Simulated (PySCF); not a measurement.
A calculated (M06-L, PySCF 2.14, x2c-TZVPPall, scalar relativity by spin-free X2C-1e) atom or ion has these occupied shells.

```tsv
shell	electrons	orbital energy (eV)	rms radius, mean of both spins (bohr)
1s α	1	-13372.0	0.0492
1s β	1	-13371.8	0.0492
2s α	1	-1786.8	0.205
2s β	1	-1786.8	0.205
2p α	3	-1577.2	0.183
2p β	3	-1577.0	0.183
3s α	1	-284.16	0.588
3s β	1	-283.97	0.588
3p α	3	-216.84	0.608
3p β	3	-216.60	0.608
3d α	5	-106.55	0.651
3d β	5	-106.21	0.651
4s α	1	-55.547	1.66
4s β	1	-52.625	1.66
4p α	2	-41.067	1.87
```

Q: Name the element and its charge.

A: Br³⁺ (bromine, charge +3), in [Ar] 3d10 4s2 4p2, high-spin 3P determinant.
